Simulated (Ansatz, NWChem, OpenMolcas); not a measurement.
**How basis sets differ on AgI (SMILES [Ag][I])**

The species is AgI (2 atoms), meant as a singlet with charge 0. As SMILES, `[Ag][I]`. Geometry: the measured bond length.

```xyz
2

Ag    0.0000    0.0000    0.0000
I     0.0000    0.0000    2.5446
```

Quantity: the dipole moment, in D. The values are calculated.

| level | kind | program | value (D) | CPU time |
| --- | --- | --- | --- | --- |
| HF/ANO-RCC-MB (DKH2) | Hartree–Fock | OpenMolcas | 7.30 | 11 s |
| HF/STO-3G | Hartree–Fock | NWChem | 4.60 | 15 s |
| HF/def2-SVP (core potential) | Hartree–Fock | NWChem | 6.72 | 13 s |
| HF/3-21G | Hartree–Fock | Ansatz | 7.78 | 3.1 s |
| HF/def2-SVPD (core potential) | Hartree–Fock | Ansatz | 6.82 | 2.2 s |
| HF/def2-TZVP (core potential) | Hartree–Fock | NWChem | 6.74 | 34 s |
| HF/def2-TZVPPD (core potential) | Hartree–Fock | OpenMolcas | 6.72 | 15 s |

All-electron rows without a relativistic Hamiltonian named are non-relativistic, while core potentials hold scalar relativity, so basis and relativity change together. The values span 4.60 to 7.78 D. Sets without polarisation functions give poor dipoles. Without the sets that lack polarisation functions the rows with a basis span only 6.72 to 6.82 D. CPU times are rough (shared hosts, several kinds of processor): they show what a rung costs within a factor of a few.
